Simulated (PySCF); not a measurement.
Low-lying terms of Ar (argon, neutral)

Ground state [Ar], ¹S. Calculation: PySCF 2.14, in aug-cc-pCVTZ-DK with one added diffuse shell each of s, p, d, f type (9s8p6d4f, 91 functions); scalar relativity by spin-free X2C-1e. Vertical excitation energies in eV without spin-orbit coupling; excited terms of each kind are numbered among those the solver found. Frozen: nothing.

```csv
term,leading excitation,EOM-EE-CCSD
1 3P°,3p → s,11.496
1 1P°,3p → s,11.695
1 3S,3p → p,12.807
1 3D,3p → p,13.033
1 1D,3p → p,13.090
1 1P,3p → p,13.153
1 3P,3p → p,13.154
1 1S,3p → p,13.361
2 3P°,3p → d,14.375
1 3F°,3p → d,14.717
2 3S,3p → p,15.041
1 1F°,3p → d,15.056
1 1D°,3p → d,15.138
2 1D,3p → p,15.368
```

The solver can miss terms. Rydberg members are limited by the diffuse functions of the basis.
